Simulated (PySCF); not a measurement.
Computed IR spectrum (relative IR intensity) of a molecule C2H7ClOSi. Coordinates come from a B3LYP-D3(BJ)/def2-SVP optimisation. One conformer was computed; it need not be the lowest. Method: B3LYP-D3(BJ)/def2-SVP in PySCF. Frequencies are harmonic and unscaled.

ν (cm⁻¹): 288 (w), 309 (vw), 509 (m), 671 (w), 734 (m), 774 (m), 789 (vw), 887 (vs), 908 (s), 1151 (vs), 1211 (m), 1277 (m), 1427 (vw), 1476 (w), 2233 (s), 2996 (m), 3070 (w), 3114 (w) (against the strongest line: vs over 80 %, s over 45 %, m over 15 %, w over 4 %, vw less)

Q: Identify the compound among the candidates.
(A) CO[SiH](C)Cl
(B) OCC[SiH2]Cl
(C) C[C@@H](O)[SiH2]Cl
(D) CC[Si@@H](O)Cl

A: A, CO[SiH](C)Cl
